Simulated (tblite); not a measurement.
Species: C7H10P2.
Numbering: `[CH3:1][CH2:2][c:3]1[p:4][cH:5][cH:6][p:7][c:8]1[CH3:9]` (hydrogens: H10, H11, H12 on C1; H13, H14 on C2; H15 on C5; H16 on C6; H17, H18, H19 on C9)

The geometry is computed with GFN2-xTB (gas phase).

(1) Give the optimised bond lengths and angles.

Answers

(1) 
```csv
bond,length (pm)
C1–C2,152.9
C2–C3,151.3
C3–P4,175.6
P4–C5,173.1
C5–C6,137.1
C6–P7,173.1
P7–C8,175.7
C8–C9,150.9
C3–C8,137.9
"C1–H10, C1–H11, C1–H12",108.8
"C2–H13, C2–H14",109.2
C5–H15,108.6
C6–H16,108.7
"C9–H17, C9–H18, C9–H19",109.0
```

Bonds in one row agree within 1 pm and their mean is given. A selection of angles:
```csv
angle,degrees
C2–C1–H10,110.5
C2–C1–H12,111.0
H10–C1–H11,108.7
H11–C1–H12,108.1
C1–C2–C3,110.3
C1–C2–H13,109.9
C1–C2–H14,108.4
C3–C2–H13,111.4
C3–C2–H14,108.8
H13–C2–H14,107.9
C2–C3–P4,111.7
C2–C3–C8,120.6
P4–C3–C8,127.6
C3–P4–C5,104.0
P4–C5–C6,128.4
P4–C5–H15,114.0
C6–C5–H15,117.6
C5–C6–P7,128.4
C5–C6–H16,117.6
P7–C6–H16,114.0
C6–P7–C8,104.1
P7–C8–C9,112.3
C3–C8–P7,127.5
C3–C8–C9,120.2
C8–C9–H17,110.7
C8–C9–H18,109.9
H17–C9–H18,108.1
```

Dihedral angles: C1–C2–C3–P4 87° (synclinal). The mirror-image conformer, all signs reversed, is as good.

Of the pairs four or more bonds apart, C9···H13 is among the closest relative to their van der Waals radii: 2.54 Å, 87 % of the sum of Bondi's values. The C–C distances run from 1.371 Å (C5–C6, aromatic) to 1.529 Å (C1–C2, drawn single), a spread of 0.158 Å. The C–P distances run from 1.731 Å (C6–P7, aromatic) to 1.757 Å (P7–C8, aromatic), a spread of 0.026 Å. P4 (phosphorus bonded to 2 C) is bent (angle 104.0°). The 6-membered ring C3–P4–C5–C6–P7–C8 has internal angles of 104.0° to 128.4° (sum 720°, against 720° for a flat polygon); it is planar, 0.00 Å rms from its mean plane, widest ring torsion 1°.

Point group: C1 (no symmetry element, even within 0.4 Å). Its GFN2-xTB frequencies are all real (lowest 75 cm⁻¹). The numbers are those of one conformer.
